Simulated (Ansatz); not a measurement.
ZnBr₂⁻ (the lowest doublet isomer of a short search). The state is a doublet with charge -1. Geometry PBE-D4/def2-TZVPD, basis def2-TZVPD, Ansatz.

```xyz
3

Zn    0.679    0.421    0.190
Br   -1.523    1.215    0.972
Br    0.844   -1.636   -1.162
```

| run | HOMO (eV) | LUMO (eV) |
| --- | --- | --- |
| A | -0.65 | 1.91 |
| B | -0.09 | 1.41 |
| C | 0.17 | 1.04 |
| D | -2.63 | 3.98 |
| E | -2.52 | 3.67 |
| F | -2.49 | 3.29 |

The structure comes from a short search, and lower isomers may exist.

HOMO and LUMO are taken over both spins.

**Question.** The runs used HF, PBE, PBE0, r2SCAN, ωB97M-V, ωB97X-V. Estimate which is which.

**Answer.** A PBE0 (25 % exact exchange); B r2SCAN (0 % exact exchange); C PBE (0 % exact exchange); D HF (100 % exact exchange); E ωB97X-V (range-separated); F ωB97M-V (range-separated). Exact exchange lowers occupied and raises empty levels; among semilocal functionals meta-GGAs tend to open the gap a little, and such runs are hard to tell apart. The gap grows from 0.87 eV (PBE) to 6.61 eV (HF). At PBE-D4/def2-TZVPD the highest occupied level of the charge -1 doublet lies above zero (up to 0.17 eV). By energy differences its removal costs 2.36 eV (vertical, to the charge 0 singlet, at PBE-D4/def2-TZVPD); a positive level beside a positive removal energy at the same level points to self-interaction error.
